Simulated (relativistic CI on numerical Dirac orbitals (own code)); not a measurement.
## Line list: Electric-dipole lines, Hf⁶⁹⁺

Computed by Dirac-Coulomb-Breit CI, KLI orbitals optimised for each configuration, model QED (radiative potential, 1s self-energy scaled to tabulated hydrogen-like ionisation energies), unscaled Slater integrals (own radial code, finite nucleus).

Configurations in the expansion (outside the closed core 1s2): 2s, 2p, 3s, 3p, 3d, 4s, 4p, 4d, 4f, 5s, 5p, 5d, 5f, 5g, 6s, 6p, 6d. Levels of other configurations are missing.

```
λ vac (Å)            Lower            Upper   A (s⁻¹)  log gf  S velocity/length
   0.9701   2p 2P°_3/2 [3]   4d 2D_5/2 [13]  5.00e+14   -0.37               1.00
   1.1360    2s 2S_1/2 [1]   3p 2P°_3/2 [6]  4.71e+14   -0.44               1.00
   1.1544   2p 2P°_1/2 [2]    3d 2D_3/2 [7]  1.45e+15    0.06               1.00
   1.1788    2s 2S_1/2 [1]   3p 2P°_1/2 [5]  6.56e+14   -0.56               1.00
   1.3017   2p 2P°_3/2 [3]    3d 2D_5/2 [8]  1.54e+15    0.37               1.00
   2.5332   3p 2P°_3/2 [6]   5d 2D_5/2 [20]  8.28e+13   -0.32               1.00
   2.5394    3d 2D_3/2 [7]  5f 2F°_5/2 [21]  1.07e+14   -0.21               1.00
   2.5930    3d 2D_5/2 [8]  5f 2F°_7/2 [23]  1.09e+14   -0.05               1.00
   3.2861    3s 2S_1/2 [4]  4p 2P°_3/2 [11]  5.73e+13   -0.43               1.00
   3.3257   3p 2P°_1/2 [5]   4d 2D_3/2 [12]  1.36e+14   -0.04               1.00
   3.4373    3s 2S_1/2 [4]  4p 2P°_1/2 [10]  8.59e+13   -0.52               1.00
   3.6683   3p 2P°_3/2 [6]   4d 2D_5/2 [13]  1.68e+14    0.31               1.00
   3.6813    3d 2D_3/2 [7]  4f 2F°_5/2 [14]  3.19e+14    0.59               1.00
   3.7818    3d 2D_5/2 [8]  4f 2F°_7/2 [15]  3.30e+14    0.75               1.00
   5.1851  4p 2P°_3/2 [11]   6d 2D_5/2 [29]  2.07e+13   -0.30               1.00
   7.2553  4p 2P°_1/2 [10]   5d 2D_3/2 [19]  2.59e+13   -0.09               1.00
   7.9102  4p 2P°_3/2 [11]   5d 2D_5/2 [20]  3.47e+13    0.29               1.00
   7.9358   4d 2D_3/2 [12]  5f 2F°_5/2 [21]  5.86e+13    0.52               1.00
   8.1223   4d 2D_5/2 [13]  5f 2F°_7/2 [23]  6.21e+13    0.69               1.00
   8.1234  4f 2F°_5/2 [14]   5g 2G_7/2 [22]  9.99e+13    0.90               1.00
   8.1914    2s 2S_1/2 [1]   2p 2P°_3/2 [3]  6.04e+12   -0.61               1.03
   8.2101  4f 2F°_7/2 [15]   5g 2G_9/2 [24]  1.02e+14    1.01               1.00
   13.460  5p 2P°_1/2 [17]   6d 2D_3/2 [28]  7.33e+12   -0.10               0.99
   14.571  5p 2P°_3/2 [18]   6d 2D_5/2 [29]  1.03e+13    0.29               1.00
   27.796    3s 2S_1/2 [4]   3p 2P°_3/2 [6]  9.47e+11   -0.36               1.01
   66.568    4s 2S_1/2 [9]  4p 2P°_3/2 [11]  2.33e+11   -0.21               1.01
   72.453  4p 2P°_1/2 [10]   4d 2D_3/2 [12]  1.50e+11   -0.33               1.00
   131.14   5s 2S_1/2 [16]  5p 2P°_3/2 [18]  7.70e+10   -0.10               1.01
   142.43  5p 2P°_1/2 [17]   5d 2D_3/2 [19]  5.42e+10   -0.18               1.01
   228.17   6s 2S_1/2 [25]  6p 2P°_3/2 [27]  3.09e+10   -0.02               1.02
```

Terms are leading LS components. Brackets give the number of a level in order of energy, since labels repeat. The list gives strong lines, with weight on those to low levels. Levels whose partners in the same complex of configurations lie outside the list can be far off, and so can their lines. Rates are taken at the computed energies, electric ones in the length gauge. A velocity-to-length ratio far from 1 marks an uncertain rate.

At this charge energies of transitions that change n are usually good to better than 1 %, and those within a shell (Δn = 0) to a few per cent.

Question: From the table, what is the radiative lifetime of 4d 2D_5/2?

Answer: The listed rates from this level add up to about 6.67e+14 s⁻¹, 100 % of its decay; with all channels τ = 1.49e-15 s.
